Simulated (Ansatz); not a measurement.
Geometry optimisation, RKS B3LYP-D4/def2-SVP in Ansatz 0.2.0.

Input:

```yaml
crystal:
  periodic: [false, false, false]
  atoms:
    - { symbol: Sn, position_ang: [-1.603691, 1.173654, -0.546567] }
    - { symbol: H, position_ang: [-0.171373, 1.797604, 0.136707] }
    - { symbol: H, position_ang: [-1.224559, -0.106786, -1.621351] }
    - { symbol: H, position_ang: [-2.598765, 0.588504, 0.725371] }
    - { symbol: H, position_ang: [-2.432983, 2.413013, -1.400573] }
    - { symbol: H, position_ang: [0.470613, 0.31208, 1.183697] }
    - { symbol: "N", position_ang: [0.690593, -0.682217, 1.151881] }
    - { symbol: C, position_ang: [1.564442, -0.998389, 0.034822] }
    - { symbol: H, position_ang: [-0.185753, -1.199902, 1.11886] }
    - { symbol: H, position_ang: [1.182318, -0.728357, -0.972896] }
    - { symbol: H, position_ang: [1.775133, -2.079818, 0.024487] }
    - { symbol: H, position_ang: [2.534025, -0.489386, 0.165464] }
basis:
  gaussian: { orbitals: def2-SVP }
hamiltonian:
  xc: b3lyp
  dispersion: d4
relax:
  f_tol: 0.03
  max_steps: 50
output:
  orbitals: {}
```

Run as:

```bash
$ ansatz run input.yaml --threads 2 --pin off --max-ram 3072MiB --backend cpu --events-out ev --progress --plain --runs-dir out
```

Task: Where does it end, and by what steps?

Result: The forces met the threshold. The force dipped under the threshold on the way, but the program's further checks kept it going. After 13 steps the energy has fallen by 0.080 eV; H2 moved furthest, 0.56 Å.

```json
{"step": "0", "energy less start (eV)": "0.0000", "largest force component (eV/Å)": "0.232", "accepted": "yes"}
{"step": "1", "energy less start (eV)": "-0.0550", "largest force component (eV/Å)": "0.139", "accepted": "yes"}
{"step": "2", "energy less start (eV)": "-0.0618", "largest force component (eV/Å)": "0.272", "accepted": "yes"}
{"step": "3", "energy less start (eV)": "-0.0447", "largest force component (eV/Å)": "0.309", "accepted": "no"}
{"step": "4", "energy less start (eV)": "-0.0712", "largest force component (eV/Å)": "0.088", "accepted": "yes"}
{"step": "5", "energy less start (eV)": "-0.0741", "largest force component (eV/Å)": "0.046", "accepted": "yes"}
{"step": "6", "energy less start (eV)": "-0.0765", "largest force component (eV/Å)": "0.020", "accepted": "yes"}
{"step": "7", "energy less start (eV)": "-0.0766", "largest force component (eV/Å)": "0.188", "accepted": "yes"}
{"step": "8", "energy less start (eV)": "-0.0782", "largest force component (eV/Å)": "0.057", "accepted": "yes"}
{"step": "9", "energy less start (eV)": "-0.0794", "largest force component (eV/Å)": "0.003", "accepted": "yes"}
{"step": "10", "energy less start (eV)": "-0.0797", "largest force component (eV/Å)": "0.027", "accepted": "yes"}
{"step": "11", "energy less start (eV)": "-0.0799", "largest force component (eV/Å)": "0.033", "accepted": "yes"}
{"step": "12", "energy less start (eV)": "-0.0801", "largest force component (eV/Å)": "0.033", "accepted": "yes"}
{"step": "13", "energy less start (eV)": "-0.0802", "largest force component (eV/Å)": "0.022", "accepted": "yes"}
```

```xyz
12
Properties=species:S:1:pos:R:3
Sn -1.647 1.244 -0.625
H -0.165 2.066 -0.354
H -1.357 -0.181 -1.537
H -2.361 0.830 0.881
H -2.716 2.270 -1.494
H 0.547 0.017 1.549
N 0.672 -0.932 1.197
C 1.607 -0.982 0.084
H -0.247 -1.287 0.940
H 1.339 -0.379 -0.810
H 1.729 -2.026 -0.251
H 2.601 -0.641 0.421
```

The run took 39 s on 2 threads of Arm Neoverse V1, with other jobs on the host, peak memory 0.21 GiB.
